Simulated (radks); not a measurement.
Task: Coulomb parameter of the 4f shell of the dysprosium ion Dy2+ in the model configuration [Xe] 4f8 6p2, as a second difference U = [E(n + 0.5) + E(n - 0.5) - 2 E(n)] / (0.5)^2 with all orbitals relaxed. "Bare": the charge of the atom changes with n. "Screened": the 6p shell takes up the change at fixed total charge, which measures U(4f,4f) + U(6p,6p) - 2 U(4f,6p). Method: Dirac Kohn-Sham, PBE, spin-unpolarised, spherical densities, point nucleus; open shells are shared between the two j in proportion to 2j + 1; computed with a radial shooting solver on a logarithmic mesh with Libxc functionals. Estimate both.

Result: U(bare) = 19.364 eV, U(screened by 6p) = 10.145 eV.
